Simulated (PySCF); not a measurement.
C₂H₆N (SMILES [CH2]NC), doublet, at a GFN2-xTB geometry (in this run its highest filled SCF level lies above zero, so its values depend strongly on the basis, on diffuse functions most of all). Base run: PySCF with SVWN5/STO-3G.

The PySCF input:
```python
from pyscf import gto, scf, dft

mol = gto.M(
    atom='''
C    -0.10972354   -0.15634997    1.26440068
N     0.10982201    0.48479466    0.05186353
C    -0.00538562   -0.28027714   -1.16365005
H     0.06635704    0.43135103    2.14529827
H    -0.90801326   -0.87495642    1.27945416
H     0.91108639    1.10326556    0.06436137
H     0.81807734   -0.99357777   -1.30516267
H    -0.02617055    0.40042004   -2.01496601
H    -0.93943611   -0.84030228   -1.13653354
''',
    basis='sto-3g',
    spin=1,
    verbose=3,
)

mf = dft.UKS(mol)
mf.xc = 'lda,vwn'
mf.kernel()
```

Each row names what was changed in the base input (with any setting that the change needs).

```
change                                           ΔE vs base (mEh)  fitting functions  dipole (D)
-----------------------------------------------  ----------------  -----------------  ----------
base                                                        0.000                  -        1.32
auxbasis = def2-universal-jkfit                            -0.993                335        1.32
auxbasis = autoaux                                         -5.401                240        1.33
auxbasis = default (with mf = mf.density_fit())            -0.993                335        1.32
auxbasis = cc-pvtz-ri                                      -0.875                423        1.32
auxbasis = def2-universal-jfit                             -1.418                213        1.32
auxbasis = def2-tzvp-ri                                    -0.842                318        1.32
auxbasis = cc-pvqz-jkfit                                   -0.111                624        1.32
auxbasis = even-tempered beta=3.0                          -9.947                117        1.33
auxbasis = even-tempered beta=2.0                          -5.460                180        1.33
```

A fitting set is made for a task (jfit for Coulomb, jkfit for Coulomb and exchange, ri for correlation) and for a family of orbital bases.

Open shells are given as the SCF converged; they aren't shown to be the lowest states, and a large step between rows can be another state.
